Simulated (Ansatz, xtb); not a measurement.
## Two conformers of BrGeHO

Structure X is `[OH][Ge][Br]`, a singlet and structure Y is `[OH][Ge][Br]`, a singlet. Both are isolated molecules in the gas phase, relaxed with r2SCAN-D4/def2-SVP.

X (Å):

```yaml
atoms:
  - { symbol: Br, position_ang: [-3.0405, 2.2590, 2.8412] }
  - { symbol: Ge, position_ang: [-2.4573, 0.3351, 1.6236] }
  - { symbol: O, position_ang: [-1.5259, 1.1727, 0.3466] }
  - { symbol: H, position_ang: [-1.1680, 0.5472, -0.3024] }
```

Y (Å):

```xyz
4

Br    0.5239    0.9684   -1.6090
Ge    0.8736   -0.5244    0.2163
O    -0.8231   -0.9140    0.5718
H    -1.4774   -0.4785    0.0020
```

Energies in hartree; the thermal terms are from r2SCAN-D4/def2-SVP harmonic frequencies (ideal gas, rigid rotor, one conformer each, 200 K, 1 atm) and include the zero-point energy:

```
                                 X            Y
E, CCSD(T)/def2-TZVPP  −4724.113097  −4724.117087
    zero-point energy      0.014232      0.014230
         H(200 K) − E      0.017360      0.017363
         G(200 K) − E     −0.004108     −0.004139
```

**Question.** Work out ΔE, ΔE₀, ΔH and ΔG for X → Y in kcal/mol (1 Eh = 627.51 kcal/mol) and the equilibrium ratio [Y]/[X].

**Answer.** 1. ΔE = −4724.117087 − (−4724.113097) = −0.003990 Eh = −2.50 kcal/mol.
2. ΔE₀ = ΔE + ΔZPE = −0.003990 + (−0.000002) Eh = −2.51 kcal/mol.
3. ΔH = ΔE + (+0.000003) Eh = −2.50 kcal/mol.
4. ΔG = ΔE + (−0.000031) Eh = −2.52 kcal/mol, so ΔS = (ΔH − ΔG)/T = +0.4 J/(mol K).
5. kT = 0.6334 mEh, so K = [Y]/[X] = exp(−ΔG/kT) = exp(+6.35) ≈ 570.

Structure Y is favoured at this temperature. An error of 1 kcal/mol in ΔG would change K by a factor of 12. Mirror images and further conformers aren't counted.

Other levels gave ΔE = −2.8 (r2SCAN-D4/def2-SVP); −3.1 (HF/def2-TZVPP); −2.5 (MP2/def2-TZVPP) kcal/mol. The correlated steps freeze 19 core orbitals; the filled d shell of Br and Ge is correlated, in a basis made for valence electrons. Programs: Ansatz 0.2.0.
